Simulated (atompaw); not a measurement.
Pseudopotential generation for Mo: PAW (atompaw), LDA (PW92), non-relativistic.

atompaw 4.2.0.5 input, output lines left out:

```
Mo 42
LDA-PW loggrid 1500 logderivrange -5 5 251
5 5 4 0 0 0
5 0 0
5 1 0
4 2 5
0 0 0
c
c
c
c
v
c
c
v
v
c
v
2
2.75 2.70 2.65 1.80
y
3.4
n
n
y
1.55
n
bloechl sinc
3 0.5 troulliermartins
```

What the tests gave:

| Item | Value |
| --- | --- |
| Cutoffs needed | 30 Ry and 40 Ry (the cutoffs (Ry, on a coarse ladder) from which the occupation-weighted sum of valence levels, in a spherical-Bessel basis at the reference potential, stays within 10 and 1 mRy of its value at 400 Ry) |
| Ghost test | ghost state, extra bound levels that the all-electron valence spectrum of the same l lacks: s at -15.0 eV; a true bound ghost makes a file unfit for plane-wave use (spherical-Bessel basis up to 400 Ry, 20 bohr box) |
| Lowest eigenvalue of the overlap operator | 0.43 (s channel) |
| Overlap eigenvalues printed by atompaw (projector basis) | 0.129, 0.842, 1.06, 3.22, 3.64, 8.95 |
| Share of each valence orbital outside the PAW sphere | 5s 66 %, 4p 1 %, 5p 84 %, 4d 14 % |

Generation and tests took about 0.38 s on one core of a shared server CPU.
